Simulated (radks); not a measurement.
The rhenium anion Re- inside a hard spherical wall (all orbitals vanish at R), configuration held at [Xe] 4f14 5d6 6s2 and not refilled when levels cross. Calculated with a radial shooting solver on a logarithmic mesh with Libxc functionals: scalar-relativistic Kohn-Sham, LDA (Slater exchange, VWN5 correlation), spin-polarised, spherical densities, finite nucleus; open shells are filled with parallel spins first (spin-orbit coupling, left out, can overturn this in heavy ions); Fermi nuclear charge, rms radius 5.3698 fm. Eigenvalues in eV for spin up, with the zero of energy where the potential of the charges vanishes at infinity; a dash marks a level that is unbound or too diffuse for the functional's potential to be trusted. A positive occupied level is held by the wall or, in an anion where self-interaction has pushed it up, behind a barrier. The pressure on the wall is -dE/dV.

| R (bohr) | E (hartree) | kinetic (hartree) | e(5p) | e(4f) | e(6s) | e(5d) | e(6p, empty) | e(7s, empty) | pressure (GPa) |
|---|---|---|---|---|---|---|---|---|---|
| 10 | -16679.9776 | 18420.566 | -39.589 | -34.170 | -0.214 | 1.259 | 3.567 | 5.547 | 0.0732 |
| 8 | -16679.9628 | 18420.642 | -38.909 | -33.490 | 0.315 | 1.874 | 4.580 | 8.820 | 0.549 |
| 6 | -16679.8764 | 18421.039 | -36.751 | -31.269 | 2.166 | 3.793 | 7.595 | 18.039 | 6.42 |
| 4 | -16679.1100 | 18423.961 | -28.307 | -22.005 | 11.997 | 11.710 | 21.769 | 56.054 | 154 |
| 3 | -16676.6478 | 18432.632 | -15.612 | -6.963 | 35.322 | 25.890 | 52.911 | 128.41 | 1310 |
| 2.5 | -16672.4049 | 18447.516 | -1.736 | 9.576 | 68.974 | 43.254 | 94.727 | 216.83 | 5070 |
| 2 | -16659.6541 | 18490.798 | 29.060 | 42.824 | 153.05 | 82.950 | 192.34 | 409.25 | 25900 |
